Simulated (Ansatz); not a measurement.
Mulliken charges of `[SiH3][SiH]1[NH][AlH]1` from r2SCAN/def2-TZVPP in Ansatz (PBE0-D4/def2-TZVP geometry).

| atom | x (Å) | y (Å) | z (Å) | charge (e) |
| --- | --- | --- | --- | --- |
| Si1 | -1.642 | 0.625 | -0.729 | 0.147 |
| Si2 | 0.241 | -0.704 | -0.325 | 0.216 |
| N3 | 0.992 | -0.538 | 1.271 | -0.426 |
| Al4 | 2.337 | 0.047 | 0.280 | 0.391 |
| H5 | -2.023 | 0.558 | -2.168 | -0.068 |
| H6 | -1.346 | 2.044 | -0.387 | -0.077 |
| H7 | -2.822 | 0.197 | 0.077 | -0.070 |
| H8 | -0.073 | -2.108 | -0.739 | -0.113 |
| H9 | 0.618 | -0.745 | 2.184 | 0.118 |
| H10 | 3.801 | 0.574 | 0.540 | -0.118 |

By hand: the dipole of these point charges (1 e Å = 4.8032 D).

Σ q r = (0.373, 0.061, -0.160) e Å, of length 0.410 e Å = 1.97 D.

How does the dipole of the full density compare? (An estimate is asked.)

Ansatz gave: (0.243, 0.003, 0.208) e Å, 1.54 D; the point charges give 1.28 times that, at 64° from its direction.

Point charges leave out the atoms' own dipoles, such as those of lone pairs, and Mulliken's split depends on the basis, so the two needn't agree.
